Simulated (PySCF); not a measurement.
## MTl cations for M along group 14

r²SCAN with double-zeta basis sets in PySCF, for the lowest determinant that a PBE0 search found; no spin–orbit coupling. De refers to high-spin ground-configuration atoms (the charge goes to the atom of lower measured ionisation energy or higher electron affinity, which is not always the lowest computed limit). A positive dipole points towards Tl; it is taken about the centre of mass and depends on that origin.

```
 M       basis  charged atom  state (unpaired electrons)  Re (Å)  ωe (cm⁻¹)  De (eV)  μ (D)
 C    def2-SVP           Tl+          triplet (σ ↑, π ↑)   2.976        155      n/a  -1.21
Si    def2-SVP           Tl+          triplet (σ ↑, π ↑)   3.211        115      n/a  -2.79
Ge    def2-SVP           Tl+          triplet (σ ↑, π ↑)   3.221       79.1      n/a  -0.90
Sn    def2-SVP           Tl+          triplet (σ ↑, π ↑)   3.345       70.2      n/a  -0.26
Pb  cc-pVDZ-PP           Tl+          triplet (σ ↑, π ↑)   3.393       59.6      n/a   1.41
```

The shortest bond is that of TlC⁺ (2.976 Å), the longest that of TlPb⁺ (3.393 Å).

The rows differ in basis set, which adds steps of its own.

Down a group the atoms grow and get heavier, so bonds lengthen and wavenumbers fall; this series shows no clear exception.

These are scalar-relativistic numbers at best; spin–orbit coupling would shift them, the dissociation energy most. States were picked by a PBE0 search and need not be the measured ground states.
